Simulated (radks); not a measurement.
Results of a calculation; reference values are marked as such.
Problem. These are the eigenvalues of the occupied orbitals of an atom or ion with whole-number occupations (eV). Code: a radial shooting solver on a logarithmic mesh with Libxc functionals. Model: scalar-relativistic Kohn-Sham, PBE, spin-polarised, spherical densities, point nucleus.

1s down: -65315.91
1s up: -65315.91
2s up: -11192.89
2s down: -11192.84
2p up: -9830.551
2p down: -9830.520
3s up: -2571.382
3s down: -2571.380
3p up: -2164.460
3p down: -2164.456
3d up: -1683.174
3d down: -1683.153
4s up: -539.8715
4s down: -539.8488
4p up: -406.4095
4p down: -406.3895
4d up: -234.0162
4d down: -233.9894
5s up: -94.4794
5s down: -94.0128
5p up: -62.8147
5p down: -62.1601
4f up: -44.1871
4f down: -44.0752
5d up: -27.5230

Which element is it, and in what charge state? The configuration may be excited. Open shells, if any, are filled with parallel spins first.

Solution. Z = 72, hafnium, charge +3: Hf3+ in [Xe] 4f14 5d1. The list shows which subshells hold electrons but not how many an open one holds; the 1s level, -2400.3 hartree, gives Z - s = 69.3 by -(Z - s)^2/2, which with screening and relativity narrows Z to a few neighbours, and the depths of the outer levels then fix element, charge and occupations together.
